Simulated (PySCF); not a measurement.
Correlation energy of Tc (technetium, neutral)

[Kr] 4d7, high-spin 4F determinant (an excited configuration). Calculation: PySCF 2.14, in ANO-RCC-VTZP; scalar relativity by spin-free X2C-1e. Frozen: [Ar] 3d10; 15 electrons correlated.

MP2 pair energies summed by pair of shells (mhartree):

| pair | energy | share (%) |
| --- | --- | --- |
| 4p-4d | -171.30 | 36.2 |
| 4d-4d | -168.18 | 35.6 |
| 4p-4p | -71.37 | 15.1 |
| 4s-4p | -31.67 | 6.7 |
| 4s-4d | -25.50 | 5.4 |
| 4s-4s | -4.87 | 1.0 |

Total MP2 correlation energy: -472.88 mhartree.

Same-spin part -155.52 and opposite-spin part -317.36 mhartree; SCS-MP2 scales them by 1/3 and 6/5 to -432.68 mhartree.
